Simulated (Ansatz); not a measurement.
```yaml
atoms:
  - { symbol: C, position_ang: [0.0116, 0.0352, -0.0336] }
  - { symbol: C, position_ang: [-0.0450, -0.0176, 1.3479] }
  - { symbol: C, position_ang: [0.0147, 1.2108, -0.8091] }
  - { symbol: H, position_ang: [-0.0449, -0.9859, -0.5022] }
  - { symbol: H, position_ang: [-0.0337, -0.9033, 1.8762] }
  - { symbol: H, position_ang: [0.0100, 0.9763, 1.9216] }
  - { symbol: H, position_ang: [-0.0433, 2.1430, -0.2104] }
  - { symbol: H, position_ang: [0.9200, 1.2702, -1.4481] }
  - { symbol: H, position_ang: [-0.8938, 1.2612, -1.5262] }
```

Basis set: 6-31G* (spherical functions). Correlated methods keep 3 orbitals frozen. Charge 0, multiplicity 1.

Computed with Ansatz (development build ahead of 0.2.0); each method stands on the lowest determinant of its kind that the runs found. Restricted open shells among the atoms or ions are ROHF, correlated in semicanonical orbitals with singles.

The atomization energy at this shape (free ground-state atoms in the same class of orbitals less the molecule, no zero-point energy) of singlet C₃H₆:

| method | atomization energy |
| --- | --- |
| RHF | 645.62 kcal/mol |

Question: What does RHF-MP2 give?

Answer: 785.70 kcal/mol. Caution: the shape is not the minimum.
